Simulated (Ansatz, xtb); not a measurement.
# Two isomers of C4H2Te

Structure X: `C#CC=C=[Te]`, a singlet. Structure Y: `C#CC#C[TeH]`, a singlet. Both are isolated molecules in the gas phase, relaxed with PBE0-D3(BJ)/def2-SVP.

Estimate E(Y) − E(X) at the level CCSD(T)/def2-SVP + ΔMP2/def2-TZVPP.

Calculated at CCSD(T)/def2-SVP + ΔMP2/def2-TZVPP: E(Y) − E(X) = +4.9 kcal/mol, so structure X lies lower.

The same difference at several levels:

| level | geometry | E(Y) − E(X) (kcal/mol) | departure from the last row (kcal/mol) | job, with rough time for the two |
| --- | --- | --- | --- | --- |
| GFN2-xTB | GFN2-xTB | −5.4 | −10.2 | optimisation, 0.17 s |
| HF/STO-3G | GFN2-xTB | −7.3 | −12.2 | single point, 0.96 s |
| r2SCAN-D4/def2-SVP | GFN2-xTB | +5.5 | +0.6 | single point, 4.3 s |
| PBE0-D3(BJ)/def2-SVP | PBE0-D3(BJ)/def2-SVP | +4.4 | −0.4 | optimisation, 48 s |
| HF/def2-SVP | PBE0-D3(BJ)/def2-SVP | −1.1 | −6.0 | part of the CCSD(T) run |
| MP2/def2-SVP | PBE0-D3(BJ)/def2-SVP | +3.2 | −1.7 | part of the CCSD(T) run |
| CCSD(T)/def2-SVP | PBE0-D3(BJ)/def2-SVP | +4.9 | 0.0 | single point |
| CCSD(T)/def2-SVP + ΔMP2/def2-TZVPP | PBE0-D3(BJ)/def2-SVP | +4.9 |  | single point, 42 s |

As drawn, Y has 1 C≡C, 1 C–Te, 1 Te–H in place of 1 C=C, 1 C=Te, 1 C–H.

GFN2-xTB, HF/STO-3G, HF/def2-SVP put the two in the other order. The largest departure from CCSD(T)/def2-SVP + ΔMP2/def2-TZVPP is that of HF/STO-3G, 12.2 kcal/mol. The last row adds to CCSD(T) the change of the MP2 difference between the two basis sets, here 0.0 kcal/mol.

With harmonic frequencies from PBE0-D3(BJ)/def2-SVP (ideal gas, rigid rotor, one conformer each, 298.15 K, 1 atm): the zero-point term adds −2.3 kcal/mol; ΔH is +2.9 and ΔG +2.6 kcal/mol.

The correlated steps freeze 8 core orbitals; the filled d shell of Te is correlated, in a basis made for valence electrons. Atoms past krypton carry core potentials in the def2 sets, other sets are all-electron and non-relativistic, and no spin–orbit term is included. Mirror images aren't counted in ΔG. Run with Ansatz 0.2.0, xtb 6.7.1; the last row on 1 thread of Arm Neoverse V2 on a shared host.
